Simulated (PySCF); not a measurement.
PySCF 2.14 output of an unrestricted LC-wPBE calculation on a single atom or ion in x2c-TZVPPall with one added diffuse shell each of s, p, d, f type (9s7p5d3f, 76 functions), with scalar relativity by spin-free X2C-1e:

```
SCF conv_tol = 1e-09
number electrons alpha = 27  beta = 23
    O. A. Vydrov and G. E. Scuseria.,  J. Chem. Phys. 125, 234109 (2006)
cycle= 1 E= -6791.43147289288  delta_E= -0.0113  |g|= 0.0368  |ddm|= 0.183
cycle= 2 E= -6791.43173990439  delta_E= -0.000267  |g|= 0.0116  |ddm|= 0.0509
cycle= 3 E= -6791.43181148573  delta_E= -7.16e-05  |g|= 0.00414  |ddm|= 0.025
cycle= 4 E= -6791.43186203349  delta_E= -5.05e-05  |g|= 0.00244  |ddm|= 0.0245
cycle= 5 E= -6791.43193179487  delta_E= -6.98e-05  |g|= 0.00195  |ddm|= 0.0413
cycle= 6 E= -6791.43205496312  delta_E= -0.000123  |g|= 0.000785  |ddm|= 0.121
cycle= 7 E= -6791.4320722152  delta_E= -1.73e-05  |g|= 6.36e-05  |ddm|= 0.0608
cycle= 8 E= -6791.43207227194  delta_E= -5.67e-08  |g|= 1.04e-05  |ddm|= 0.00358
cycle= 9 E= -6791.43207227214  delta_E= -2.03e-10  |g|= 1.3e-06  |ddm|= 9.63e-05
converged SCF energy = -6791.43207227214  <S^2> = 6.0009408  2S+1 = 5.0003763
```

The run itself started from symmetry-adapted Hartree-Fock orbitals and held the occupation by maximum overlap, on a logarithmic radial grid, so the iterations belong to that start.

Which element, charge and spin multiplicity is this?

Te(2+) (tellurium, charge +2), multiplicity 5; the state was [Kr] 4d10 5s1 5p2 5d1, one real determinant (an excited configuration).

⟨L²⟩ = 7.90 against 12 for a pure F term, so this real determinant mixes terms. The outer electron is Rydberg-like, and this basis confines it to a smaller radius and binds it less than a complete one would.
